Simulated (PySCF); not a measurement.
Species: CH₅Cl₂PSn.
Geometry (PBE0-D3(BJ)/def2-SVP, Å), atoms numbered from 1 in this order:
```
atom  x, y, z in Å
C1    -1.7972   -0.4708   -0.0928
Sn2    0.1358    0.4316   -0.0152
P3     2.1953   -0.9150   -0.4697
Cl4    0.3561    1.5191    2.0672
Cl5    0.1388    2.1307   -1.6426
H6    -1.7094   -1.5633   -0.0262
H7    -2.2591   -0.1856   -1.0477
H8    -2.3939   -0.0866    0.7449
H9     2.3970   -1.1545    0.9249
H10    2.9864    0.2742   -0.4640
```

The calculation used PBE0-D3(BJ)/def2-SVP geometry optimisation, gas phase, def2 core potentials past Kr (PySCF).

Question: Which atoms are bound to Sn2, and at what distances?

Answer: 4 atoms: C1 2.135 Å, Cl5 2.353 Å, Cl4 2.360 Å, P3 2.502 Å. The nearest atom not counted as bound is H7, at 2.68 Å.

Question: List the angles at Sn2.

Answer: 
| angle | degrees | distance of the outer atoms (Å) |
| --- | --- | --- |
| C1–Sn2–P3 | 120.7 | 4.03 |
| P3–Sn2–Cl4 | 109.4 | 3.97 |
| C1–Sn2–Cl4 | 108.1 | 3.64 |
| C1–Sn2–Cl5 | 106.3 | 3.59 |
| Cl4–Sn2–Cl5 | 106.1 | 3.77 |
| P3–Sn2–Cl5 | 105.2 | 3.86 |

Question: What is the shape at Sn2?

Answer: Distorted tetrahedral: angles from 105.2° to 120.7°; τ4 = (360° − α − β)/141° = 0.92 with α and β the two widest (0 for a square, 1 for a tetrahedron).

Question: What are the other bond lengths?

Answer: C1–H6, C1–H7, C1–H8 1.098 Å; P3–H9, P3–H10 1.429 Å.

Question: What are the rotational constants (commonest isotopes, rigid rotor)?

Answer: A = 1293, B = 1233, C = 973.4 MHz: an asymmetric top.

Charge 0, singlet. PBE0-D3(BJ)/def2-SVP frequencies: not computed here.

One conformer stands for the species.
